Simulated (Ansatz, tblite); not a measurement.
Isomers of Hg₃O₂ (singlet), found by a short tight-binding search and relaxed with PBE-D4/def2-SVP in Ansatz.

In the def2 sets Hg takes a core potential; there is no spin–orbit coupling. The xTB rows come from tblite. B3LYP takes the VWN-RPA correlation. HSE06 is defined as in plane-wave codes, on full-range PBE exchange. Correlated methods freeze 2 core orbitals; core or outer-core shells of Hg are correlated, in sets that lack core-valence functions.

Run but left out: HF/def2-SVP, MP2/def2-SVP, CCSD/def2-SVP, CCSD(T)/def2-SVP (flagged by the program: other roots); HF/def2-TZVP, HF/def2-SVP (A: restricted singlet, unstable towards broken spin symmetry).

A further structure is left out (at the level of its geometry, an occupied level 0.78 eV above an empty one); at PBE0-D4/def2-TZVP its energy lies 0.80 eV below the lowest shown.

A: The restricted singlet is unstable towards broken spin symmetry in Hartree–Fock (as tested in another run); at PBE-D4/def2-SVP, PBE-D4/def2-TZVP, r2SCAN-D4/def2-TZVP, B3LYP-D4/def2-TZVP and others this wasn't settled. At MP2/def2-TZVP the restricted singlet (for correlated methods, its reference) is unstable: a solution with broken spin symmetry lies lower. B: The restricted singlet is unstable towards broken spin symmetry in Hartree–Fock (as tested in another run); at PBE-D4/def2-SVP, PBE-D4/def2-TZVP, r2SCAN-D4/def2-TZVP, B3LYP-D4/def2-TZVP and others this wasn't settled. At MP2/def2-TZVP the restricted singlet (for correlated methods, its reference) is unstable: a solution with broken spin symmetry lies lower. C: The restricted singlet is unstable towards broken spin symmetry in Hartree–Fock (as tested in another run); at PBE-D4/def2-SVP, PBE-D4/def2-TZVP, r2SCAN-D4/def2-TZVP, B3LYP-D4/def2-TZVP and others this wasn't settled. At MP2/def2-TZVP the restricted singlet (for correlated methods, its reference) is unstable: a solution with broken spin symmetry lies lower.

Other spin states weren't relaxed.

A:

```xyz
5

Hg    1.896    0.418    2.847
Hg   -1.281   -0.284   -1.925
Hg    0.332    0.075    0.500
O    -1.128    1.366   -0.492
O     0.181   -1.574   -0.928
```

B:

```xyz
5

Hg    1.693    2.988   -0.848
Hg   -0.018   -0.275   -0.437
Hg   -1.626   -2.001    2.422
O    -0.971   -1.779    0.365
O     0.922    1.067   -1.501
```

C:

```
atom   x (Å)   y (Å)   z (Å)
 Hg1  -1.258  -1.358   1.045
 Hg2   0.570  -0.080  -1.055
 Hg3  -0.093   1.548   1.454
  O4  -0.331  -1.853  -0.975
  O5   1.111   1.743  -0.469
```

Problem. Estimate their order by electronic energy at PBE0-D4/def2-TZVP, counted from the lowest.

Solution. C (0.0) < B (2.6) < A (24.9), in kcal/mol.

Problem. Do the other levels pick the same lowest one?

Solution. Not GFN1-xTB, GFN2-xTB, PBE-D4/def2-SVP, PBE-D4/def2-TZVP, r2SCAN-D4/def2-TZVP, B3LYP-D4/def2-TZVP, PBE0-D4/def2-SVP, MP2/def2-TZVP. Energies above each level's lowest (kcal/mol):

| level | A | B | C |
| --- | --- | --- | --- |
| GFN1-xTB | 0.0 | 30.6 | 13.4 |
| GFN2-xTB | 0.0 | 32.0 | 21.9 |
| PBE-D4/def2-SVP | 31.5 | 0.0 | 5.4 |
| PBE-D4/def2-TZVP | 26.8 | 0.0 | 1.3 |
| r2SCAN-D4/def2-TZVP | 27.3 | 0.0 | 0.1 |
| B3LYP-D4/def2-TZVP | 24.4 | 0.0 | 0.9 |
| PBE0-D4/def2-SVP | 27.7 | 0.0 | 2.2 |
| PBE0-D4/def2-TZVP | 24.9 | 2.6 | 0.0 |
| HSE06-D4/def2-TZVP | 25.3 | 0.8 | 0.0 |
| CAM-B3LYP-D4/def2-TZVP | 21.2 | 7.1 | 0.0 |
| MP2/def2-TZVP | 36.8 | 0.0 | 15.5 |
Point groups (tolerance 0.1 Å): A C2v, B C2v, C C2v. Lower isomers may exist. From def2-SVP to def2-TZVP the PBE0 values move by up to 2.8 kcal/mol, so results in the small set are rough.
